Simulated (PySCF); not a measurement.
Input file for PySCF: R-HF/3-21G on C4H4N2 (SMILES N#CCCC#N).

```python
from pyscf import gto, scf, dft, mp
from pyscf.data.elements import chemcore

mol = gto.M(
    atom='''
    N     2.32467172    1.17823606   -0.74745896
    C     1.58736055    0.47743528   -0.21321629
    C     0.64648074   -0.42421302    0.44055032
    C    -0.73926437   -0.43461308   -0.23778733
    C    -1.44578214    0.83282841   -0.09612658
    N    -1.99957181    1.83069779    0.03706143
    H     1.05952676   -1.43415638    0.41340109
    H     0.54970521   -0.13745247    1.48888913
    H    -0.63665518   -0.66743319   -1.29886116
    H    -1.34647147   -1.22132938    0.21354834
    ''',
    basis='3-21g',
    charge=0, spin=0, verbose=3, max_memory=1800)
mf = scf.RHF(mol)
mf.conv_tol = 1e-8
mf.max_cycle = 100
mf.kernel()
if not mf.converged:
    mf = mf.newton().run(mf.mo_coeff, mf.mo_occ)
```

Q: Predict the final total energy.

A: -261.2209 hartree.
